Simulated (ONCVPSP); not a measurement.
Before and after: ONCV potential for I (Z = 53)

```json
{"Element": "iodine (I)", "Generator": "ONCVPSP 4.0.1", "Type": "optimised norm-conserving Vanderbilt (ONCV)", "Functional": "PBE", "Relativity": "scalar-relativistic", "Frozen core": "[Kr] 4d10", "Valence charge": "7", "Reference configuration": "5s1.5 5p5.5", "Partial waves": "5s: rc 1.70 bohr, ncon 4, nbas 7, qcut 3.7 1/bohr, local; 5p: rc 1.95 bohr, ncon 4, nbas 7, qcut 4.3 1/bohr, 3 projectors, debl 3.3 Ha", "Local potential": "the s channel", "Core correction": "polynomial model core, fcfact 0.7"}
```

All-electron outer shells of the reference configuration (PBE, scalar-relativistic, ld1.x):

```csv
shell,level (eV),outermost node (bohr),outermost maximum (bohr)
4p,-128.26,0.37,0.72
4d,-50.94,0.35,0.78
5s,-17.77,0.88,1.70
5p,-7.36,0.96,2.02
```

Change: core correction Teter function, fcfact 2.75, rcfact 1.3.

Cutoffs: the cutoffs (Ha) at which the residual kinetic energy of the hardest occupied pseudo-wave falls to 1 and 0.1 mHa per electron; they do not see the model core or the augmentation charge, which bear on the density cutoff. Errors are all-electron minus pseudo energies relative to the spin-unpolarised reference configuration.

Problem. How do hardness, ghosts and transferability respond?

Solution. The potential gets neither clearly harder nor softer (14 Ha and 32 Ha → 14 Ha and 32 Ha); both files keep a bound ghost (p); of the 4 tests that both files solve, the error grows in 1 and shrinks in 2 by more than 15 % and 0.3 meV (median size 3.8 → 3.2 meV). A model core, the more so a compact one, raises the density cutoff, which this test does not measure.

| quantity | base | changed |
| --- | --- | --- |
| cutoff, loose | 14 Ha | 14 Ha |
| cutoff, tight | 32 Ha | 32 Ha |
| bound ghosts | p | p |
| GHOST(+) flags under 300 eV | none | none |
| error for 5s2 5p5, meV [ΔE -5.18 eV] | -1.7 | -0.6 |
| error for 5s2 5p4, meV [ΔE 5.95 eV] | -5.0 | -5.0 |
| error for 5s2 5p3, meV [ΔE 25.79 eV] | -18 | -23 |
| error for 5s1 5p6, meV [ΔE 5.23 eV] | -2.6 | -1.5 |
| s: phases at 1.73 bohr within 0.05 rad from the reference energy up to (Ha; the scan ends near 5) | 3.1 | 3.1 |
| p: phases at 1.97 bohr within 0.05 rad from the reference energy up to (Ha; the scan ends near 5) | to the end of the scan | to the end of the scan |
| rms error of d²Exc/dni dnj with the model core, mHa | 0.19 | 1.29 |

Base: The cutoffs count occupied waves only; projector 3 of the p channel, the hardest unoccupied one, needs 66 Ha at the loose tolerance. Changed file: The cutoffs count occupied waves only; projector 3 of the p channel, the hardest unoccupied one, needs 66 Ha at the loose tolerance. A true bound ghost makes a file unfit for plane-wave use even where its test errors are small: the radial tests pick states by their node count and pass the ghost by.
